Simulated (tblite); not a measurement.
A geometry optimisation, step by step.

C2H5Cl2FGa2.
SMILES with atom numbers: `[CH2:1]=[CH:2][Ga-:3]1([F:4])[Cl+:5][GaH2-:6][Cl+:7]1` (hydrogens: H8, H9 on C1; H10 on C2; H11, H12 on Ga6)
Bond orders are those of one Lewis drawing.

Computed with GFN2-xTB (tblite), gas phase: L-BFGS steps from a force-field or distance-geometry start until the largest atomic force falls under 0.01 eV/Å. 12 of its 129 geometries are shown.

Step 0: E = -631.9508 eV, largest atomic force 1.274 eV/Å
```
atom  x, y, z in Å  |  force x, y, z in eV/Å
C1     -2.368    0.172    1.024   -0.783   0.240  -0.370
C2     -1.967    0.413   -0.224   -0.558   0.011   0.417
Ga3    -0.098    0.257   -0.723   -0.193   0.004  -1.051
F4      0.269    0.170   -2.472   -0.114   0.056   0.255
Cl5     1.314    1.627    0.295    0.413   1.105   0.157
Ga6     2.729   -0.064    0.032    1.058  -0.132  -0.423
Cl7     0.953   -1.327    0.399    0.129  -1.228   0.315
H8     -3.447    0.293    1.206    0.621  -0.216   0.409
H9     -1.706   -0.118    1.838   -0.210   0.085  -0.205
H10    -2.714    0.694   -0.961    0.082  -0.020   0.018
H11     3.902   -0.150    1.082   -0.361   0.039   0.010
H12     3.133   -0.203   -1.523   -0.084   0.056   0.468
```

Step 12: E = -632.2833 eV, largest atomic force 0.293 eV/Å
```
atom  x, y, z in Å  |  force x, y, z in eV/Å
C1     -2.451    0.188    1.031    0.028  -0.012   0.099
C2     -2.060    0.429   -0.208    0.060   0.013  -0.106
Ga3    -0.135    0.238   -0.761   -0.134   0.039   0.258
F4      0.213    0.205   -2.461   -0.011   0.005  -0.279
Cl5     1.477    1.702    0.155   -0.139   0.139  -0.046
Ga6     2.834   -0.077    0.021    0.147  -0.011  -0.069
Cl7     1.089   -1.466    0.302   -0.165  -0.105  -0.039
H8     -3.481    0.260    1.355   -0.015   0.026  -0.075
H9     -1.733   -0.090    1.786    0.011  -0.041   0.140
H10    -2.761    0.711   -0.987   -0.031  -0.008   0.039
H11     3.801   -0.138    1.212    0.019  -0.006   0.110
H12     3.207   -0.197   -1.470    0.228  -0.038  -0.033
```

Step 23: E = -632.4138 eV, largest atomic force 0.496 eV/Å
```
atom  x, y, z in Å  |  force x, y, z in eV/Å
C1     -2.493    0.191    1.106    0.035  -0.017   0.094
C2     -2.085    0.429   -0.135   -0.384  -0.032   0.313
Ga3    -0.211    0.260   -0.809    0.131  -0.028   0.123
F4     -0.015    0.269   -2.538   -0.082   0.000  -0.237
Cl5     1.533    1.686   -0.162    0.005  -0.037  -0.013
Ga6     2.943   -0.087   -0.002    0.148  -0.034  -0.024
Cl7     1.137   -1.478   -0.004   -0.009   0.053  -0.058
H8     -3.537    0.270    1.408    0.236   0.006  -0.174
H9     -1.807   -0.091    1.891    0.045  -0.008   0.034
H10    -2.835    0.699   -0.869    0.086   0.052  -0.193
H11     3.598   -0.122    1.420   -0.088   0.017  -0.122
H12     3.773   -0.261   -1.332   -0.122   0.027   0.259
```

Step 35: E = -632.4754 eV, largest atomic force 0.174 eV/Å
```
atom  x, y, z in Å  |  force x, y, z in eV/Å
C1     -2.456    0.188    1.159    0.028  -0.021   0.057
C2     -2.059    0.419   -0.080    0.050   0.040  -0.043
Ga3    -0.217    0.258   -0.881   -0.031  -0.024  -0.077
F4     -0.363    0.318   -2.637    0.008   0.010   0.013
Cl5     1.598    1.648   -0.393   -0.018   0.042   0.019
Ga6     2.965   -0.089    0.056   -0.030  -0.056  -0.013
Cl7     1.192   -1.489   -0.286    0.066   0.004   0.044
H8     -3.493    0.273    1.448   -0.113   0.040  -0.043
H9     -1.789   -0.095    1.955    0.169  -0.034   0.021
H10    -2.777    0.705   -0.843   -0.047  -0.004   0.011
H11     3.392   -0.090    1.547   -0.080   0.003   0.036
H12     4.009   -0.282   -1.072   -0.003   0.000  -0.025
```

Step 47: E = -632.4941 eV, largest atomic force 0.154 eV/Å
```
atom  x, y, z in Å  |  force x, y, z in eV/Å
C1     -2.365    0.186    1.163   -0.014  -0.001   0.023
C2     -2.020    0.421   -0.093   -0.018  -0.005   0.044
Ga3    -0.209    0.239   -0.961   -0.152  -0.023   0.003
F4     -0.451    0.334   -2.705    0.082  -0.009  -0.007
Cl5     1.565    1.639   -0.414   -0.005   0.087  -0.042
Ga6     2.921   -0.089    0.083   -0.024  -0.032   0.143
Cl7     1.202   -1.507   -0.320   -0.062  -0.016  -0.047
H8     -3.396    0.288    1.479    0.035   0.008   0.020
H9     -1.667   -0.110    1.933    0.054   0.000  -0.075
H10    -2.784    0.718   -0.809    0.060  -0.018  -0.001
H11     3.195   -0.077    1.618    0.017  -0.003  -0.095
H12     4.011   -0.276   -0.999    0.027   0.012   0.033
```

Step 58: E = -632.5552 eV, largest atomic force 0.573 eV/Å
```
atom  x, y, z in Å  |  force x, y, z in eV/Å
C1     -1.791    0.201    1.159   -0.019  -0.148  -0.455
C2     -1.941    0.392   -0.155   -0.160   0.069   0.546
Ga3    -0.344    0.140   -1.377   -0.253   0.066   0.079
F4     -0.385    0.327   -3.125   -0.013  -0.059   0.026
Cl5     1.279    1.628   -0.647    0.161   0.017   0.045
Ga6     2.421   -0.060    0.317    0.126   0.027  -0.013
Cl7     1.013   -1.576   -0.619    0.055  -0.010  -0.042
H8     -2.582    0.377    1.894    0.338  -0.050  -0.370
H9     -0.848   -0.210    1.532   -0.230   0.193   0.106
H10    -2.879    0.779   -0.557    0.195  -0.097   0.071
H11     2.203   -0.060    1.859   -0.035  -0.001  -0.045
H12     3.853   -0.173   -0.305   -0.166  -0.008   0.051
```

Step 70: E = -632.5898 eV, largest atomic force 0.108 eV/Å
```
atom  x, y, z in Å  |  force x, y, z in eV/Å
C1     -1.719    0.186    1.148   -0.033  -0.011   0.092
C2     -1.921    0.399   -0.141    0.060   0.027  -0.086
Ga3    -0.375    0.163   -1.414    0.039   0.058   0.004
F4     -0.448    0.291   -3.167   -0.002  -0.025   0.045
Cl5     1.323    1.635   -0.682   -0.001  -0.027  -0.015
Ga6     2.383   -0.059    0.346   -0.069   0.007  -0.035
Cl7     1.025   -1.552   -0.709    0.029   0.020  -0.010
H8     -2.492    0.356    1.883   -0.032  -0.018   0.031
H9     -0.771   -0.175    1.534    0.034   0.030  -0.014
H10    -2.874    0.762   -0.505   -0.022  -0.026  -0.016
H11     2.039   -0.059    1.861   -0.007  -0.012   0.006
H12     3.832   -0.183   -0.181    0.004  -0.022  -0.002
```

Step 81: E = -632.5984 eV, largest atomic force 0.036 eV/Å
```
atom  x, y, z in Å  |  force x, y, z in eV/Å
C1     -1.707    0.196    1.159    0.004  -0.013   0.018
C2     -1.901    0.417   -0.132    0.011  -0.013   0.002
Ga3    -0.352    0.226   -1.403    0.000  -0.005  -0.002
F4     -0.466    0.243   -3.154    0.004   0.021  -0.014
Cl5     1.363    1.662   -0.709    0.009  -0.016   0.008
Ga6     2.355   -0.071    0.341    0.011   0.006  -0.011
Cl7     1.036   -1.530   -0.765   -0.015  -0.013  -0.006
H8     -2.496    0.298    1.890   -0.021   0.009  -0.003
H9     -0.739   -0.106    1.550    0.008   0.031  -0.016
H10    -2.874    0.715   -0.507   -0.009  -0.014   0.009
H11     1.961   -0.071    1.843    0.007   0.004   0.008
H12     3.820   -0.214   -0.139   -0.010   0.003   0.008
```

Step 93: E = -632.6018 eV, largest atomic force 0.072 eV/Å
```
atom  x, y, z in Å  |  force x, y, z in eV/Å
C1     -1.698    0.220    1.161   -0.009  -0.022   0.002
C2     -1.903    0.398   -0.135   -0.010  -0.026   0.066
Ga3    -0.349    0.241   -1.404    0.007   0.026  -0.016
F4     -0.443    0.302   -3.156   -0.007   0.002  -0.001
Cl5     1.372    1.651   -0.703   -0.005  -0.007   0.005
Ga6     2.345   -0.097    0.337    0.026   0.026   0.021
Cl7     1.012   -1.542   -0.767    0.001   0.006   0.006
H8     -2.504    0.279    1.881    0.028   0.029   0.008
H9     -0.714    0.001    1.566   -0.006   0.009  -0.017
H10    -2.896    0.618   -0.505   -0.017  -0.008  -0.055
H11     1.971   -0.074    1.848   -0.002  -0.017  -0.024
H12     3.808   -0.232   -0.149   -0.004  -0.018   0.005
```

Step 105: E = -632.6047 eV, largest atomic force 0.024 eV/Å
```
atom  x, y, z in Å  |  force x, y, z in eV/Å
C1     -1.687    0.246    1.162   -0.020   0.008   0.011
C2     -1.912    0.359   -0.138    0.008   0.013  -0.014
Ga3    -0.353    0.261   -1.410    0.001  -0.005   0.000
F4     -0.455    0.366   -3.159    0.000  -0.007  -0.004
Cl5     1.379    1.649   -0.695   -0.002  -0.004   0.013
Ga6     2.345   -0.108    0.343    0.002   0.003   0.004
Cl7     1.004   -1.534   -0.774    0.002  -0.004  -0.012
H8     -2.485    0.288    1.890    0.011   0.001   0.002
H9     -0.685    0.107    1.559    0.006  -0.003   0.006
H10    -2.916    0.501   -0.519   -0.013  -0.004  -0.004
H11     1.957   -0.096    1.848    0.001  -0.002   0.001
H12     3.808   -0.273   -0.133    0.003   0.004  -0.003
```

Step 116: E = -632.6051 eV, largest atomic force 0.017 eV/Å
```
atom  x, y, z in Å  |  force x, y, z in eV/Å
C1     -1.689    0.257    1.161    0.001  -0.002  -0.003
C2     -1.916    0.360   -0.140    0.006  -0.008  -0.003
Ga3    -0.355    0.262   -1.409    0.003   0.000   0.006
F4     -0.452    0.356   -3.158   -0.001  -0.001  -0.008
Cl5     1.369    1.649   -0.667   -0.003   0.005  -0.004
Ga6     2.349   -0.114    0.343    0.002  -0.003  -0.001
Cl7     1.010   -1.532   -0.791    0.002   0.002   0.003
H8     -2.485    0.292    1.891   -0.011   0.008   0.006
H9     -0.685    0.132    1.557    0.014   0.000   0.009
H10    -2.922    0.484   -0.522   -0.010   0.005  -0.006
H11     1.967   -0.110    1.849   -0.001  -0.011   0.001
H12     3.810   -0.272   -0.140   -0.001   0.006   0.000
```

Step 128: E = -632.6055 eV, largest atomic force 0.010 eV/Å
```
atom  x, y, z in Å  |  force x, y, z in eV/Å
C1     -1.692    0.265    1.161    0.008  -0.001  -0.006
C2     -1.917    0.358   -0.140   -0.002   0.000   0.009
Ga3    -0.355    0.255   -1.409    0.004  -0.004   0.005
F4     -0.452    0.344   -3.159    0.000   0.002   0.001
Cl5     1.358    1.651   -0.653    0.000   0.000   0.000
Ga6     2.352   -0.114    0.343   -0.001  -0.007   0.001
Cl7     1.019   -1.532   -0.798    0.001   0.002  -0.001
H8     -2.489    0.310    1.890   -0.004   0.003   0.000
H9     -0.690    0.138    1.562   -0.004   0.001  -0.005
H10    -2.922    0.485   -0.525    0.000  -0.001   0.000
H11     1.975   -0.144    1.850   -0.002   0.002  -0.005
H12     3.813   -0.250   -0.148    0.001   0.003   0.001
```

**Question.** Summarise the path.

**Answer.** The energy falls by 63.16 kJ/mol from step 0 to step 128; nine tenths of that is first reached at step 56. It rises by more than 0.2 meV at step 58. The largest force goes from 1.274 to 0.010 eV/Å. Among the bonds Ga3–Cl7 changes most, from 2.207 to 2.336 Å; the atoms move by 1.086 Å rms after alignment.

**Question.** Follow the three bonds and two angles with the largest change from start to end.

**Answer.** 
```tsv
step	E above end (kJ/mol)	largest force (eV/Å)	Ga3–Cl7 (Å)	Ga3–Cl5 (Å)	C2–Ga3 (Å)	C2–Ga3–F4 (°)	Cl7–Ga6–H11 (°)
0	63.16	1.274	2.207	2.215	1.941	116.9	117.1
6	36.24	0.370	2.366	2.366	1.988	118.4	112.6
11	32.15	0.369	2.357	2.364	2.025	117.6	111.9
17	26.56	0.411	2.326	2.337	1.997	116.0	109.8
22	20.20	0.413	2.337	2.335	2.010	115.9	109.0
28	15.34	0.163	2.336	2.351	2.032	114.7	107.8
33	13.18	0.267	2.328	2.345	2.010	109.8	110.2
39	11.99	0.109	2.329	2.343	2.012	107.9	111.3
45	11.09	0.102	2.343	2.329	2.015	107.1	108.9
50	9.43	0.279	2.317	2.347	2.001	110.0	107.1
56	5.44	0.219	2.297	2.336	2.016	117.4	107.0
61	2.58	0.107	2.338	2.331	2.012	122.8	108.7
67	1.82	0.080	2.325	2.360	2.016	125.2	110.1
72	1.14	0.140	2.324	2.356	2.017	125.6	108.1
78	0.73	0.041	2.321	2.350	2.014	125.4	108.9
83	0.64	0.049	2.331	2.337	2.012	125.7	109.2
89	0.48	0.058	2.329	2.338	2.018	126.0	109.4
95	0.21	0.054	2.338	2.330	2.012	125.9	110.1
100	0.11	0.025	2.338	2.330	2.015	125.8	109.6
106	0.07	0.021	2.337	2.333	2.014	125.5	109.6
111	0.06	0.017	2.336	2.335	2.014	125.5	109.6
117	0.03	0.014	2.338	2.334	2.015	125.6	110.1
122	0.02	0.013	2.336	2.335	2.015	125.6	110.0
128	0.00	0.010	2.336	2.336	2.014	125.6	109.5
```

What follows is the cost of the whole relaxation. Time: 1.1 s wall. Hardware: one thread of an Arm Neoverse V1, no GPU, shared host with 32 logical CPUs at a one-minute load of 25.
